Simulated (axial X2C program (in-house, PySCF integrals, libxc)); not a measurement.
# Which molecule has these constants?

Computed with an axial X2C code built on PySCF integrals, spin-free (one-electron X2C) or two-component (2c: spin–orbit coupling with atomic mean-field Coulomb and Gaunt terms, which also bring small scalar terms), in Dyall basis sets with cores contracted in-house; open shells are unrestricted.

A two-component PBE0 calculation in a Dyall 3-zeta basis gave Re = 3.112 Å, ωe = 157.9 cm⁻¹, dipole magnitude 2.03 D, Ω = 0.

Question: Which molecule is it?
A. NaTl
B. NaIn
C. NaGa
D. NaB
E. NaAl

Answer: C. The others have NaTl 3.157 Å and 133.9 cm⁻¹ (Ω = 0); NaIn 3.233 Å and 144.4 cm⁻¹ (Ω = 0); NaB 2.483 Å and 334.5 cm⁻¹ (Ω = 2); NaAl 3.144 Å and 190.5 cm⁻¹ (Ω = 0).

Each entry is the lowest single determinant of a limited PBE0 search at one distance. De goes to single-determinant-based atoms at the same level (for ions the charge split of lowest energy) and is withheld (n/a) where an atom does not fit its ground term or J level. Main or longest-lived isotopes. One determinant is a doubtful description, or other states lie close, for NaGa, NaTl, NaIn, NaB, NaAl; these need not be ground states, and all values refer to the states named. Some open-shell Ω = 0 determinants are out of reach, so the Ω given for NaB need not be the lowest component. With several unpaired electrons the Ω given is that of one determinant, not necessarily of the lowest component. Some light 2c atoms are not at their ground J level, so De misses part of their lowering (0.04 eV or less). The functionals have no current term, which raises determinants with orbital currents. Where the atoms have a lower orbital projection than the molecule, De at mean-field level may be about a tenth of an eV too small.
